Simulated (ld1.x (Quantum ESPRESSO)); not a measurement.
Transferability test, PAW potential for barium (Ba)

| Property | Result |
| --- | --- |
| Element | Ba |
| Generator | ld1.x (Quantum ESPRESSO) 7.5 |
| Type | PAW |
| Functional | PBEsol |
| Relativity | fully relativistic |
| Frozen core | [Kr] 4d10 |
| Valence charge | 10 |
| Reference configuration | 5s2 5p6 5d0 6s1 6p0 (charge +1) |
| Partial waves | 5s (bound): rcut 2.40, rcutus 2.60 bohr; 6s (bound): rcut 2.40, rcutus 2.60 bohr; 5p (bound): rcut 2.95, rcutus 3.20 bohr; 6p (bound, empty): rcut 2.95, rcutus 3.20 bohr; 5d (bound, empty): rcut 3.40, rcutus 4.40 bohr; 5d channel at 2 Ry: rcut 3.40, rcutus 4.40 bohr |
| Local potential | all-electron potential smoothed inside 3.85 bohr (lloc = -1) |
| Core correction | a·sin(br)/r model core, default radius (core density twice the valence density) |
| Augmentation charge | PSQ, inside the norm-conserving radii |

Open shells are filled in proportion to 2j + 1 (rel_dist='average').

Energies are relative to the spin-unpolarised reference configuration 5s2 5p6 5d0 6s1 6p0; without spin polarisation the order of configurations can differ from experiment. Not all tests gave a result: test run stopped at test 6 of 7 (negative rho).

| valence configuration | charge | ΔE all-electron (eV) | error AE − PS (meV) |
| --- | --- | --- | --- |
| 5s2 5p6 5d0 6s0 6p0 | +2 | 9.891 | -0.1 |
| 5s2 5p6 5d0 6s1.5 6p0 | +0.5 | -3.234 | -0.2 |
| 5s2 5p6 5d0 6s0 6p2 | 0 | -1.224 | +1.8 |

What are ΔE and the potential's error for 5s2 5p6 5d0 6s2 6p0?

ΔE = -5.380 eV all-electron; the error (AE − PS) is -0.4 meV.

What are ΔE and the potential's error for 5s2 5p6 5d0.5 6s1.5 6p0?

ΔE = -4.738 eV all-electron; the error (AE − PS) is -1.0 meV.

The ghost test of this file was not conclusive.
